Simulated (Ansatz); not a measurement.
A made-up structure of AlSiH₃O₂, singlet:

```
7
angstrom
O -2.2060 -0.4848 -1.1230
Al -0.7466 -0.0083 -0.4436
O 0.4078 -0.8136 0.5764
Si 1.2196 0.6574 0.4620
H -2.6255 -1.3384 -1.0263
H 1.3948 1.3895 1.7469
H -1.5778 0.2028 -1.6986
```

It is relaxed with PBE-D4/def2-SVP and then PBE0-D4/def2-TZVP (Ansatz 0.2.0). Atoms count as bonded within 1.22 times the sum of their covalent radii (H–H: 0.88 Å). The end point is not checked to be a true minimum.

(1) Does its bonding change? (A judgement: the text doesn't fix the answer.)

Results:

(1) By the calculation: Yes. Formed: none; broken: Al2–Si4, Al2–H7.

Where it ends: The first stage lowers the energy by 3.64 eV in 27 steps. It ends as AlSiH₃O₂ ([OH2][Al][O][SiH]):
```xyz
7
angstrom
O -1.6688 -0.3710 -0.6959
Al -0.2930 0.5419 -1.9876
O 0.6663 0.8631 -0.5097
Si 0.9529 0.5960 1.0524
H -1.2645 -0.5261 0.1970
H -0.2755 -0.3983 1.3643
H -2.2509 -1.1009 -0.9264
```

Labels in which every atom is bracketed show which atoms are joined, not bond orders.

For scale, one of the runs: PBE0-D4/def2-TZVP relaxation, 154 basis functions, launched by `ansatz run in.yaml --threads 2 --pin off --events-out ev --progress --plain --max-ram 4352MiB`. The run took about 110 s on 2 CPU threads of an AMD EPYC 7R43 (shared host).
